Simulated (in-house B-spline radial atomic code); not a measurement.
Mn⁺ is squeezed into an impenetrable sphere of radius R (the orbitals vanish at R). Computed with a radial B-spline atomic code at the basis-set limit: Dirac-Hartree-Fock, average of configuration, Fermi nucleus of rms radius 3.7057 fm.

Energies in eV above the free ion in [Ar] 3d5 4s1:

```
R (bohr)  highest level (eV)  [Ar] 3d5 4s1  [Ar] 3d5 4f1  [Ne] 3s2 3p5 3d5 4s1 4f1
    9.83               -14.5      0.001041         12.29                     70.22
    5.55               -13.9        0.5798         20.27                     77.99
    4.91               -13.2         1.364         24.09                        82
    3.96                 -10          4.99         34.24                     93.74
    3.65               -7.66         7.789         39.76                     100.6
    2.98                3.15         21.97         60.14                     128.2
    2.57                18.7         44.95         85.31                     164.6
    2.33                  35         71.43         110.7                       202
    1.69                 150         310.4         314.7                     491.8
    1.24                 444          1138          1007                      1396
```

Question: Does [Ar] 3d5 4f1 fall below [Ar] 3d5 4s1 under compression?

Answer: Yes, between R = 1.69 and 1.24 bohr the order changes (near 1.68 bohr by linear interpolation).

Question: Does [Ne] 3s2 3p5 3d5 4s1 4f1 fall below [Ar] 3d5 4s1 under compression?

Answer: No, it stays above over the whole range.

The highest level is first positive in the row R = 2.98 bohr, pushed up by confinement above the zero of the free ion's potential. Each configuration is held fixed and needn't be the lowest in the sphere.
